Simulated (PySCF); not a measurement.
CH4BFSe. Atoms are numbered in the order given.

```xyz
8

B     -0.1244    -0.9339     0.0000
F     -1.3881    -1.3913     0.0000
C      1.0628    -1.9589     0.0000
H      0.9731    -2.6231    -0.8870
H      2.0716    -1.5074     0.0000
H      0.9731    -2.6231     0.8870
Se     0.0354     1.0203     0.0000
H      1.5182     1.0084     0.0000
```

Coordinates come from a PBE-D3(BJ)/def2-SVP optimisation. The structure was generated by enumeration, and PubChem lists no compound with its InChIKey, so it may never have been made. Other conformers were not sampled.

All values below come from PBE/def2-TZVP (PySCF).

ESP charges are fitted to the potential on shells at 1.4 to 2.0 van der Waals radii. Atomic charges (e):

```tsv
atom	ESP fit	Löwdin	Mulliken	IAO
B1	0.41	…	0.22	0.33
F2	-0.16	…	-0.20	-0.29
C3	-0.92	-0.28	-0.42	-0.60
H4	0.25	0.16	0.14	0.17
H5	0.23	0.14	0.12	0.16
H6	0.25	0.16	0.14	0.17
Se7	-0.21	0.42	-0.13	0.00
H8	0.14	…	0.11	0.06
```

Question: What belongs in the gaps? (An estimate is asked for; the answer gives what the named calculation found.)

Answer: 
- B1, Löwdin: -1.01
- F2, Löwdin: 0.33
- H8, Löwdin: 0.07

Computed Mayer and Wiberg (Löwdin basis) orders of the bonds:
| bond | Mayer | Wiberg |
|---|---|---|
| B1–F2 | 1.22 | 2.06 |
| B1–C3 | 1.05 | 1.38 |
| C3–H4 | 0.93 | 0.84 |
| C3–H5 | 0.95 | 0.87 |
| C3–H6 | 0.93 | 0.84 |
| B1–Se7 | 1.34 | 1.89 |
| Se7–H8 | 0.95 | 0.97 |
